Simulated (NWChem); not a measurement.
# SiCl cation, singlet

```xyz
2

Si     0.0000     0.0000    -1.0800
Cl     0.0000     0.0000     0.8942
```
Atoms are numbered in this order, from 1.

Level: PBE0/def2-SVP (NWChem), optimised geometry, unscaled harmonic frequencies. Low-valent species are run as closed-shell singlets; no triplet was tried in these runs.

**Question.** List the harmonic frequencies with IR intensities, and the thermochemistry.

**Answer.** 
| frequency (cm⁻¹) | IR intensity (km/mol) |
|---|---|
| 670 | 130.7 |

```
Quantity                                                                            Value
-----------------------------------------------------------------------  ----------------
zero-point energy                                                            1.0 kcal/mol
thermal correction to the enthalpy at 298.15 K (with zero-point energy)      3.1 kcal/mol
heat capacity Cv                                                          5.9 cal/(mol K)
entropy at 298.15 K and 1 atm (symmetry number 1)                        53.8 cal/(mol K)
```

Rigid rotor and harmonic oscillator.
